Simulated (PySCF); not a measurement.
# H4Ge, SMILES `[GeH4]` (charge 0, multiplicity 1)

The numbers are results of PBE-D3(BJ)/def2-TZVPD // B3LYP-D3(BJ)/def2-TZVPD (PySCF), not measurements.

```
Quantity                            Result
-------------  ---------------------------
HOMO                              -8.35 eV
dipole moment                       0.00 D
HOMO–LUMO gap                      7.91 eV
LUMO                              -0.44 eV
total energy                  -56574.09 eV
cost           very roughly 4 core-seconds
```

Bond lengths (Å): Ge1–H2 1.535, Ge1–H3 1.535, Ge1–H4 1.535, Ge1–H5 1.535. Bond angles (°): H2–Ge1–H3 109.5, H2–Ge1–H4 109.5, H2–Ge1–H5 109.5, H3–Ge1–H4 109.5, H3–Ge1–H5 109.5, H4–Ge1–H5 109.5.
Charge 0, spin multiplicity 1.
